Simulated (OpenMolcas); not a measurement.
# GaGeH5 (SMILES [GaH2][GeH3]): methods side by side

GaGeH5: 7 atoms, total charge 0, spin state singlet. SMILES: `[GaH2][GeH3]`. The shape is that of a PBE0-D4/def2-TZVP optimisation.

Each level gives the vertical energy of the triplet above the singlet (eV). The values are calculated.

```
           level             kind     program  value (eV)  CPU time (all runs)
    HF/def2-SVPD     Hartree–Fock  OpenMolcas        3.66                 55 s
   PBE/def2-SVPD              GGA  OpenMolcas        3.50              2.6 min
 M06-L/def2-SVPD         meta-GGA  OpenMolcas        3.74              3.3 min
  TPSS/def2-SVPD         meta-GGA  OpenMolcas        3.60              3.7 min
r2SCAN/def2-SVPD         meta-GGA  OpenMolcas        3.48              3.5 min
 B3LYP/def2-SVPD    global hybrid  OpenMolcas        3.71              2.5 min
M06-2X/def2-SVPD  hybrid meta-GGA  OpenMolcas        3.64              3.3 min
  PBE0/def2-SVPD    global hybrid  OpenMolcas        3.65              2.4 min
```

All-electron rows without a relativistic Hamiltonian named are non-relativistic. The values span 3.48 to 3.74 eV. Times are those of the runs behind each value, whatever else they computed, on shared processors of several kinds: orders of magnitude only.
